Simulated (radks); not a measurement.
Values are calculated unless marked as measured or tabulated.
Q: The mean radii <r> (bohr) of the occupied orbitals of an atom or ion are listed with their occupations. Level of theory: scalar-relativistic Kohn-Sham, PBEsol, spin-polarised, spherical densities, finite nucleus; Fermi nuclear charge, rms radius of each element as measured or else 0.836 A^(1/3) + 0.57 fm (a radial shooting solver on a logarithmic mesh with Libxc functionals).

orbital  occ.      <r>
1s up       1  0.01867
1s down     1  0.01867
2s up       1  0.07899
2s down     1  0.07898
2p up       3  0.07059
2p down     3  0.07058
3s up       1   0.2038
3s down     1   0.2037
3p up       3   0.2034
3p down     3   0.2033
3d up       5   0.1840
3d down     5   0.1839
4s up       1   0.4248
4s down     1   0.4250
4p up       3   0.4397
4p down     3   0.4401
4d up       5   0.4436
4d down     1   0.4442

Name the element and its charge. Open shells, if any, are filled with parallel spins first.

A: Z = 73, tantalum, charge +31: Ta31+ in [Kr] 4d6. The 1s radius gives Z: for a bare nucleus <r> = (2 gamma + 1)/(2Z) with gamma = sqrt(1 - (Z/c)^2), 0.01844 bohr for Z = 73, and screening makes it slightly larger (0.01867 here). The occupations add up to 42, and the charge is Z minus that.
